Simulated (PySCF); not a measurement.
## Where the electron goes

C₄H₉FO₂.
Numbering: `[CH3:1][CH2:2][O:3][C@H:4]([F:5])[CH2:6][OH:7]` (hydrogens: H8, H9, H10 on C1; H11, H12 on C2; H13 on C4; H14, H15 on C6; H16 on O7)

Method: PySCF 2.14.0, density-fitted response routines, TDDFT CAM-B3LYP/def2-SVPD, vertical, gas phase, core orbitals frozen in the response. Geometry: GFN2-xTB, one conformer, isolated molecule. Torsions of this conformer, `[CH3:1][CH2:2][O:3][C@H:4]([F:5])[CH2:6][OH:7]`: C1–C2–O3–C4 -173°, C2–O3–C4–F5 -64°, O3–C4–C6–O7 49°, H–O7–C6–C4 -41°.

Frontier orbitals with the atoms that hold most of them (Löwdin shares over 4%, at most four atoms; ? is withheld):

```csv
orbital,ε (eV),atoms
LUMO+2,1.84,"O7 22%, O3 16%, H16 12%, H12 10%"
LUMO+1,1.64,"H13 14%, C1 13%, C6 10%, C4 9%"
LUMO,1.20,?
HOMO,-9.51,"O7 62%, C6 14%, H15 8%, C4 6%"
HOMO-1,-10.15,?
HOMO-2,-10.82,"O7 30%, C6 16%, C4 14%, F5 14%"
HOMO-3,-11.40,"O3 33%, C2 16%, C1 12%, O7 10%"
```

(1) Give the leading atoms of the LUMO.

(2) Which atoms hold the HOMO-1, and with what shares?

(3) The HOMO–LUMO gap is 10.71 eV. Where does the response calculation put the lowest singlet, and from which orbitals?

## Answers

(1) C1 (bonded to C and 3 H) 17%; C2 (bonded to C, O and 2 H) 16%; C4 (bonded to C, F, O and H) 8%; H12 (bonded to C) 8%. By element: carbon 41% or more, hydrogen 8% or more.

(2) O3 (bonded to 2 C) 54%; C2 (bonded to C, O and 2 H) 15%; H11 (bonded to C) 7%; H12 (bonded to C) 6%. By element: oxygen 54% or more, carbon 15% or more, hydrogen 14% or more.

(3) S1 is at 7.54 eV (f = 0.0051), 3.17 eV below the gap, made of HOMO→LUMO+2 (53%), HOMO→LUMO (38%). Its leading pair isn't HOMO and LUMO; the energies of that pair differ by 11.35 eV. 

Next come S2 at 8.22 eV (f 0.043), HOMO-1→LUMO (46%), HOMO→LUMO+1 (28%); S3 at 8.27 eV (f 0.013), HOMO-1→LUMO (44%), HOMO→LUMO+1 (32%); S4 at 8.87 eV (f 0.045), HOMO-1→LUMO+1 (18%), HOMO→LUMO (16%), HOMO-2→LUMO (15%); S5 at 8.91 eV (f 0.016), HOMO-1→LUMO+2 (36%), HOMO-1→LUMO+1 (26%), HOMO→LUMO (12%).

Löwdin shares depend on the basis, the more so with diffuse functions.

On one thread of an Arm Neoverse V2 (shared host), this took 51 s wall.
